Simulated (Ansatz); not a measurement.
Calculated with Ansatz (gas phase, PBE0-D4/def2-TZVP geometries, no zero-point term in ΔE). CCSD(T)/CBS is the MP2 limit (def2-TZVPP, def2-QZVPP) plus CCSD(T) − MP2 in def2-TZVPP, frozen cores. This one scheme is used for every species. DFT in def2-TZVPP. B3LYP here is the variant with VWN-RPA as its local correlation; programs differ in this. Each species was taken in one conformer, which may not be the lowest.

Reaction (formal exchange of groups at the Al–S bond): `[CH3][Al]([OH])[SH]` + `C[SiH3]` → `C[SiH2][Al]([CH3])[OH]` + H₂S

`[CH3][Al]([OH])[SH]`:

Cartesian coordinates in Å:
```
C 1.131 -0.276 0.760
Al -0.527 0.212 -0.116
O -1.707 1.072 0.742
S -0.969 -0.300 -2.201
H 1.265 -1.362 0.778
H 1.995 0.145 0.238
H 1.149 0.085 1.791
H -2.547 1.346 0.379
H 0.210 -0.921 -2.371
```

`C[SiH3]`:

Cartesian coordinates in Å:
```
C 0.709 0.282 -0.627
Si -0.634 -0.253 0.561
H 0.277 0.642 -1.563
H 1.377 -0.550 -0.857
H 1.307 1.089 -0.197
H -1.544 0.883 0.872
H -0.045 -0.740 1.837
H -1.447 -1.353 -0.026
```

`C[SiH2][Al]([CH3])[OH]`:

Z-matrix (Å, degrees):
```
C
Si 1 1.886
H 1 1.092 2 111.0
H 1 1.092 2 110.9 3 120.2
H 1 1.092 2 110.8 3 -120.2
Al 2 2.464 1 113.9 3 179.2
H 2 1.497 1 108.7 3 56.7
H 2 1.496 1 108.9 3 -57.4
O 6 1.704 2 119.0 1 172.1
C 6 1.947 2 124.7 1 -8.2
H 9 0.956 6 122.9 2 -0.7
H 10 1.093 6 111.8 2 -179.3
H 10 1.095 6 111.1 2 59.8
H 10 1.095 6 111.1 2 -58.4
```

H₂S:

Z-matrix (Å, degrees):
```
S
H 1 1.341
H 1 1.341 2 92.3
```

| level | ΔE (kcal/mol) | difference from CCSD(T)/CBS |
| --- | --- | --- |
| BLYP-D4 | 27.6 | -1.5 |
| B3LYP-D4 | 28.6 | -0.5 |
| r2SCAN0-D4 | 29.7 | 0.6 |
| BHLYP-D4 | 30.1 | 1.0 |
| CAM-B3LYP-D4 | 29.3 | 0.2 |
| BLYP | 27.8 | -1.3 |
| r2SCAN | 29.4 | 0.3 |
| r2SCAN0 | 29.9 | 0.8 |
| MP2/def2-TZVPP | 31.0 | 1.9 |
| MP2/def2-QZVPP | 31.3 | 2.2 |
| CCSD(T)/CBS | 29.1 | 0 |

Largest T1 diagnostic among the species: 0.012.

From PBE to PBE0 (25 % exact exchange), in def2-TZVPP and without D4, ΔE moves by +1.5 kcal/mol. Leaving LDA and LC-ωPBE aside and taking each functional with its dispersion term where it has one, the values, not all of them listed here, spread over 4.5 kcal/mol, from PBE-D4 to BHLYP-D4.
